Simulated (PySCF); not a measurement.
Computed IR spectrum (relative IR intensity) of a molecule C₆H₅O, multiplicity 2. The structure is a stationary point at PBE0-D3(BJ)/def2-SVP. Other conformers were not sampled. These are PBE0-D3(BJ)/def2-SVP (PySCF) values and carry that method's errors. No scaling factor is applied to the harmonic values.

Lines under 2 % of the strongest are left out, and lines within 2 cm⁻¹ are merged.

ν (cm⁻¹): 367 (vs), 412 (w), 495 (w), 796 (w), 822 (s), 1055 (w), 1096 (w), 1155 (w), 1194 (vs), 1294 (m), 1329 (s), 1394 (vw), 1455 (m), 1510 (m), 1657 (s), 3181 (w), 3889 (s) (against the strongest line: vs over 80 %, s over 45 %, m over 15 %, w over 4 %, vw less)

Problem. Which structure fits?
A. Oc1[c]cccc1
B. Oc1c[c]ccc1
C. Oc1cc[c]cc1
D. [O]c1ccccc1

Solution. C, Oc1cc[c]cc1
